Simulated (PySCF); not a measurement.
C8H9FO.
Structure used (PBE0-D3(BJ)/def2-SVP), in Å, numbered top down from 1:
```xyz
19
C8H9FO angstrom
C     -1.117    2.549    0.661
C     -1.304    1.468    0.149
C     -1.552    0.166   -0.447
C     -2.371   -0.876    0.377
C     -1.359   -1.957   -0.031
F     -0.917   -2.787    0.963
C     -0.433   -0.861   -0.470
C      0.892   -0.797   -0.596
O      1.539    0.327   -0.937
C      2.911    0.365   -0.647
H     -0.942    3.508    1.113
H     -1.990    0.305   -1.452
H     -2.276   -0.676    1.452
H     -3.427   -1.020    0.110
H     -1.715   -2.597   -0.859
H      1.509   -1.692   -0.428
H      3.314    1.278   -1.104
H      3.095    0.401    0.441
H      3.440   -0.508   -1.069
```

Level of theory: TDDFT CAM-B3LYP/def2-SVPD, vertical, gas phase, core orbitals frozen in the response in PySCF.

Computed singlets with f of 0.002 or more:

| state | λ (nm) | f |
| --- | --- | --- |
| S1 | 203.5 | 0.388 |
| S3 | 193.6 | 0.018 |
| S4 | 187.0 | 0.0024 |
| S5 | 186.5 | 0.0044 |
| S6 | 177.2 | 0.0081 |
| S7 | 174.0 | 0.0078 |
| S8 | 172.4 | 0.0064 |
| S9 | 171.0 | 0.068 |
| S10 | 169.0 | 0.0059 |

Problem. Give A, τ, |μ| and ∫σ dE for each state.

Solution. Relations used (vacuum, state to state): A = 0.6670 f ν̃² s⁻¹ (ν̃ in cm⁻¹); τ = 1/A; f = (2/3) ΔE |μ|² in atomic units; ∫σ dE = 109.76 f Mb·eV.

| state | A (s⁻¹) | τ | \|μ\| (D) | ∫σ dE (Mb·eV) |
| --- | --- | --- | --- | --- |
| S1 | 6.2×10⁸ | 1.6 ns | 4.10 | 43 |
| S3 | 3.2×10⁷ | 31 ns | 0.86 | 2 |
| S4 | 4.6×10⁶ | 220 ns | 0.31 | 0.27 |
| S5 | 8.5×10⁶ | 120 ns | 0.42 | 0.49 |
| S6 | 1.7×10⁷ | 58 ns | 0.55 | 0.89 |
| S7 | 1.7×10⁷ | 58 ns | 0.54 | 0.86 |
| S8 | 1.4×10⁷ | 70 ns | 0.48 | 0.7 |
| S9 | 1.6×10⁸ | 6.4 ns | 1.57 | 7.5 |
| S10 | 1.4×10⁷ | 72 ns | 0.46 | 0.65 |

Leading configurations: S1 H→L (94%); S3 H→L+1 (76%); S4 H-1→L (16%); S5 H-1→L+3 (17%); S6 H→L+2 (52%); S7 H-1→L (38%); S8 H→L+3 (67%); S9 H→L+4 (39%); S10 H-2→L (54%) (H = HOMO, L = LUMO).

These lifetimes count emission to the ground state at the vertical energy alone; relaxation of the geometry and all other decay channels are left out.

Problem. What is the integrated cross-section of all computed states together?

Solution. Σf = 0.510 over S1 to S10, so 109.76 × Σf ≈ 56 Mb·eV.

Problem. Suppose S1 emitted 0.3 eV lower with the same transition dipole. How would A change?

Solution. At fixed |μ|, A goes as the cube of the energy: (5.79/6.09)³ = 0.86, which makes τ about 1.9 ns.

Problem. Which computed singlets stay under f = 0.002?

Solution. S2 (6.39 eV, f 0.0011).

The vertical ionisation energy (ΔSCF) is 8.56 eV, 1.22 eV above S10.

One conformer stands for the species.
